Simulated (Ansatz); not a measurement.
Several settings on one geometry of BeBr₂ (that of the charge 0 singlet, PBE0-D4/def2-TZVP). Ansatz on 4 threads of Arm Neoverse V1 on a shared host; times are rough.

```xyz
3

Be    0.000    0.000    0.000
Br   -0.017   -0.020    1.952
Br    0.016    0.020   -1.952
```

Totals from different functionals, basis sets or treatments of relativity can't be compared as stabilities.

DK, ANO-RCC and x2c sets are all-electron and run with scalar relativity unless a key says otherwise. The 6-31G sets use Cartesian d functions. B3LYP takes the VWN-RPA correlation.

Scalar relativity in a set contracted without it gives distorted totals.

Question: Give the basis size and estimate the energy, ⟨S²⟩, dipole and time of these runs.

```
run                        method  charge    state                                                                        further keys
  1               RKS B3LYP/6-31G       0  singlet                           scf: {omitted_lower_state_checks: [starts]}; forces asked
  2       RKS B97M-V/ANO-RCC-VTZP       0  singlet  nuclear_model: gaussian; scf: {omitted_lower_state_checks: [starts]}; forces asked
  3             UKS BHLYP/cc-pVTZ       0  singlet                                                                        forces asked
  4  RKS BHLYP-D3(BJ)-ATM/cc-pVDZ       0  singlet                                pseudopotentials: {relativity: scalar}; forces asked
```

Answer: 
```json
{"run": "1", "functions": "67", "energy (Eh)": "-5162.5116", "⟨S²⟩": "–", "dipole (D)": "0.00", "wall time": "0.85 s"}
{"run": "2", "functions": "116", "energy (Eh)": "-5226.2418", "⟨S²⟩": "–", "dipole (D)": "0.00", "wall time": "6.5 s"}
{"run": "3", "functions": "116", "energy (Eh)": "-5163.2775", "⟨S²⟩": "0.00", "dipole (D)": "0.00", "wall time": "2.7 s"}
{"run": "4", "functions": "68", "energy (Eh)": "-5212.4450", "⟨S²⟩": "–", "dipole (D)": "0.00", "wall time": "1.1 s"}
```
